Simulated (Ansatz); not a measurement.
`N[CH2][GaH][SiH3]` + H₂O → `N[CH2][GaH][OH]` + SiH₄  (formal hydrolysis of a Ga–Si bond)

Calculated with Ansatz (gas phase, PBE0-D4/def2-TZVP geometries, no zero-point term in ΔE). CCSD(T)/CBS adds triple-zeta CCSD(T) − MP2 to the extrapolated MP2 energy (def2 sets, frozen cores). This one scheme is used for every species. DFT in def2-TZVPP. B3LYP here is the variant with VWN-RPA as its local correlation; programs differ in this. For Ga outer-core shells are correlated without core-valence functions, which leaves a few kJ/mol of doubt a bond. Scalar relativity is left out up to krypton. One conformer a species, not always the lowest.

| level | ΔE (kJ/mol) | difference from CCSD(T)/CBS |
| --- | --- | --- |
| PBE-D4 | -37.8 | 4.8 |
| r2SCAN-D4 | -48.6 | -6.0 |
| ωB97M-V | -46.8 | -4.2 |
| PBE | -41.9 | 0.7 |
| r2SCAN | -49.8 | -7.2 |
| B3LYP | -54.6 | -12.0 |
| HF/def2-TZVPP | -59.5 | -16.9 |
| HF/def2-QZVPP | -60.3 | -17.7 |
| HF/CBS(def2) | -60.4 | -17.8 |
| CCSD/CBS(def2) | -42.4 | 0.2 |
| CCSD(T)/CBS | -42.6 | 0 |

Largest T1 diagnostic among the species: 0.013.

From PBE to PBE0 (25 % exact exchange), in def2-TZVPP and without D4, ΔE moves by +4.4 kJ/mol. The D4 term adds +6.6 kJ/mol with B3LYP and +3.8 kJ/mol with PBE0; it sums over pairs of atoms, weighted by their polarisabilities, and B3LYP, whose exchange is more repulsive, gets the larger term.
